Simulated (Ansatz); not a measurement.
ClH6MgNSi2 (`[SiH3][N]([SiH3])[Mg][Cl]`), relaxed with RKS PBE-D4/def2-SVP in Ansatz 0.2.0 from a rough embedded geometry. The force threshold is 0.03 eV/Å; the program also tests the step.

The species carries charge 0 and has multiplicity 1.

Start:

```xyz
11

Si    0.835    0.527    1.245
N     0.140    0.732   -0.369
Si   -1.513    0.140   -0.263
Mg    1.068   -0.545   -1.726
Cl    2.269   -1.974   -3.198
H     0.857   -0.944    1.592
H     2.268    0.931    1.172
H     0.145    1.276    2.215
H    -1.571   -1.320    0.144
H    -2.206    0.263   -1.561
H    -2.292    0.914    0.748
```

| step | energy (eV) | largest force (eV/Å) | largest move (Å) |
| --- | --- | --- | --- |
| 1 | -35282.2579 | 1.904 | 0.000 |
| 2 | -35282.7196 | 0.846 | 0.162 |
| 3 | -35282.8499 | 0.633 | 0.178 |
| 4 | -35282.9229 | 0.551 | 0.193 |
| 5 | -35282.9875 | 0.213 | 0.199 |
| 6 | -35283.0241 | 0.052 | 0.200 |
| 7 | -35283.0431 | 0.128 | 0.199 |
| 8 | -35283.0490 | 0.213 | 0.161 |
| 9 | -35283.0567 | 0.110 | 0.053 |
| 10 | -35283.0635 | 0.014 | 0.076 |
| 11 | -35283.0653 | 0.025 | 0.075 |
| 12 | -35283.0657 | 0.018 | 0.038 |

End:

```xyz
11

Si    0.959    0.315    1.342
N     0.090   -0.027   -0.136
Si   -1.654   -0.080   -0.256
Mg    1.110   -0.376   -1.736
Cl    2.279   -0.777   -3.562
H     0.702   -0.695    2.436
H     2.437    0.270    1.006
H     0.659    1.682    1.910
H    -2.283   -1.143    0.612
H    -1.984   -0.402   -1.701
H    -2.317    1.234    0.085
```

Run time 16 s (4 threads of an Arm Neoverse V2 on a shared host); peak host memory 0.17 GiB.
